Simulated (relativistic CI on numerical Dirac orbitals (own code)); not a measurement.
# The 4f ions of charge 2+

Computed by Dirac-Coulomb-Breit CI, separate exchange-only KLI orbitals for each configuration, a model potential for QED, valence Slater integrals scaled by 0.75 (own radial code, finite nucleus).

Each species is treated in one configuration, given outside its closed core, with all valence electrons in the open shell. Radial values are for the open shell of highest l, unscaled and averaged over j; ζ includes the Breit term. Labels give the leading LS character, summed over repeated terms.

| Ion | Configuration | Its lowest level | LS weight (%) | Next level | E (cm⁻¹) | g_J | g√(J(J+1)) | ζ (cm⁻¹) |
| --- | --- | --- | --- | --- | --- | --- | --- | --- |
| La2+ | 4f | 2F°_5/2 | 100 | 2F°_7/2 | 1378.1 | 0.856 | 2.53 | 391.4 |
| Ce2+ | 4f2 | ? | ? | ? | ? | ? | ? | ? |
| Pr2+ | 4f3 | 4I°_9/2 | 97 | 4I°_11/2 | 1356.5 | 0.732 | 3.64 | 635.5 |
| Nd2+ | 4f4 | 5I_4 | 97 | 5I_5 | 1114.1 | 0.604 | 2.70 | 767.6 |
| Pm2+ | 4f5 | 6H°_5/2 | 96 | 6H°_7/2 | 805.53 | 0.297 | 0.88 | 909.4 |
| Sm2+ | 4f6 | 7F_0 | 92 | 7F_1 | 316.96 |  | 0.00 | 1062 |
| Eu2+ | 4f7 | 8S°_7/2 | 97 | 6P°_7/2 | 24579 | 1.992 | 7.91 | 1227 |
| Gd2+ | 4f8 | 7F_6 | 95 | 7F_5 | 1673.1 | 1.491 | 9.66 | 1404 |
| Tb2+ | 4f9 | 6H°_15/2 | 93 | 6H°_13/2 | 2882.9 | 1.322 | 10.56 | 1595 |
| Dy2+ | 4f10 | 5I_8 | 92 | 5I_7 | 4224.2 | 1.239 | 10.52 | 1801 |
| Ho2+ | 4f11 | 4I°_15/2 | 97 | 4I°_13/2 | 5405.9 | 1.195 | 9.54 | 2022 |
| Er2+ | 4f12 | 3H_6 | 99 | 3F_4 | 4540.6 | 1.164 | 7.55 | 2259 |
| Tm2+ | 4f13 | 2F°_7/2 | 100 | 2F°_5/2 | 8614.6 | 1.142 | 4.53 | 2513 |

(1) Fill in the row of Ce2+.

NIST ASD lists another ground level for La2+ (2D3/2), Gd2+ (9D°2).

With one configuration, terms of near-neutral atoms and ions can be 10 to 25 % off, and close levels can change places.

At low charge ζ of a weakly bound d or f electron comes out too small.

## Answers

(1) Its lowest level 3H_4; LS weight (%) 97; Next level 3H_5; E (cm⁻¹) 1459.2; g_J 0.805; g√(J(J+1)) 3.60; ζ (cm⁻¹) 511.2.
